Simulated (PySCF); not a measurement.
Deuteron quadrupole couplings in `C=CO[Si@H](O)[SiH3]`

Species: C2H8O2Si2.
Geometry (GFN2-xTB, Å), atoms numbered from 1 in this order:
```
atom  x, y, z in Å
C1     2.1172   -0.6837   -0.2306
C2     1.8770    0.0428    0.8465
O3     0.7759    0.7644    1.0912
Si4   -0.6274    0.9398    0.2497
O5    -1.5102    1.9097    1.2056
Si6   -1.8491   -0.9966    0.0751
H7     1.4057   -0.7550   -1.0339
H8     3.0381   -1.2257   -0.3316
H9     2.5942    0.1180    1.6570
H10   -0.2788    1.6672   -0.9821
H11   -1.1149    2.6472    1.6652
H12   -2.7108   -0.9754   -1.1127
H13   -0.9944   -2.1860   -0.0633
H14   -2.7232   -1.2671    1.2217
```

Level: PBE0/pcSseg-1 (PySCF, non-relativistic); Q(2H) = 0.00286 b; rigid geometry, the same for H and D, with no vibrational averaging.

Question: Rank these positions by the coupling χzz of a deuteron there, largest first.
A. H7 (vinylic hydrogen)
B. H10 (Si–H hydrogen)
C. H13 (Si–H hydrogen)
D. H11 (hydroxyl hydrogen)
E. H9 (vinylic hydrogen)

Answer: D (342 kHz), A (231 kHz), E (210 kHz), C (107 kHz), B (101 kHz).

Q: Give the electric field gradient Vzz (the principal value of largest size), its asymmetry and the 2H coupling at each hydrogen.

A: 
| atom | bonded to | bond length (Å) | Vzz (au) | η | χzz (kHz) |
| --- | --- | --- | --- | --- | --- |
| H7 | C1 | 1.075 | 0.3439 | 0.10 | 231 |
| H8 | C1 | 1.073 | 0.3472 | 0.08 | 233 |
| H9 | C2 | 1.085 | 0.3126 | 0.09 | 210 |
| H10 | Si4 | 1.472 | 0.1509 | 0.01 | 101 |
| H11 | O5 | 0.955 | 0.5089 | 0.06 | 342 |
| H12 | Si6 | 1.468 | 0.1619 | 0.01 | 109 |
| H13 | Si6 | 1.471 | 0.1587 | 0.01 | 107 |
| H14 | Si6 | 1.467 | 0.1627 | 0.01 | 109 |

Q: Average by the element that carries the hydrogen.

A: on C: 225 kHz over 3 positions, mean bond length 1.078 Å; on Si: 107 kHz over 4 positions, mean bond length 1.470 Å; on O: 342 kHz over 1 position, mean bond length 0.955 Å.

The structure is a single GFN2-xTB conformer in the gas phase; no vibrational or solvent corrections. GFN2-xTB frequencies show an imaginary mode (28i cm⁻¹), so this geometry is no minimum at that level. GFN2-xTB bond lengths can be off by several hundredths of an ångström, more for odd bonds, and the gradients follow them. The small basis limits the accuracy of the gradients.
